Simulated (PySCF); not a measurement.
**Electron correlation in Ti⁺ (titanium, charge +1)**

[Ar] 3d1 4s2, 2D determinant (an excited configuration). Computed with PySCF 2.14 in aug-cc-pwCVTZ, with the non-relativistic Hamiltonian (point nucleus). Frozen: [Ne]; 11 electrons correlated.

MP2 pair energies summed by pair of shells (mhartree):

```
 pair   energy  share (%)
3p-3p  -174.16       48.0
3s-3p   -50.51       13.9
3p-3d   -46.66       12.9
3p-4s   -37.10       10.2
4s-4s   -25.54        7.0
3s-3s    -9.35        2.6
3d-4s    -8.19        2.3
3s-3d    -8.17        2.3
3s-4s    -2.81        0.8
```

Total MP2 correlation energy: -362.48 mhartree.

Same-spin part -91.27 and opposite-spin part -271.21 mhartree; SCS-MP2 scales them by 1/3 and 6/5 to -355.88 mhartree.
